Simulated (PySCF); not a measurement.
Working out the ionisation energy of Te²⁺

Te²⁺ [Kr] 4d10 5s2 5p2 (3P) → Te³⁺ [Kr] 4d10 5s2 5p1 (2P). Computed with PySCF 2.14 in aug-cc-pwCVDZ-PP with ECP28MDF, with scalar relativity through the core potential. Frozen: nothing. Energies in hartree (1 hartree = 27.21139 eV):

```json
{"part": "UHF", "Te²⁺ (lower)": "-266.041610", "Te³⁺ (upper)": "-265.051856"}
{"part": "MP2 opposite-spin", "Te²⁺ (lower)": "-0.291198", "Te³⁺ (upper)": "-0.284091"}
{"part": "MP2 same-spin", "Te²⁺ (lower)": "-0.160930", "Te³⁺ (upper)": "-0.152501"}
```

What does Hartree-Fock give?

(-265.051856) − (-266.041610) = 0.989754 hartree = 26.933 eV.

What do MP2 and SCS-MP2 (6/5 opposite-spin, 1/3 same-spin) give?

The opposite-spin parts differ by 0.193 eV and the same-spin parts by 0.229 eV. MP2: 26.933 + (0.193) + (0.229) = 27.355 eV. SCS-MP2: 26.933 + 1.2 × (0.193) + (0.229)/3 = 27.241 eV.

Reference: 27.84 ± 0.04 eV (measured; NIST Atomic Spectra Database, ionization energies), between the lowest levels; spin-orbit coupling is absent from the calculation.

A double-zeta basis recovers only part of the correlation energy.

What remains against the reference includes basis incompleteness and correlation beyond second order.
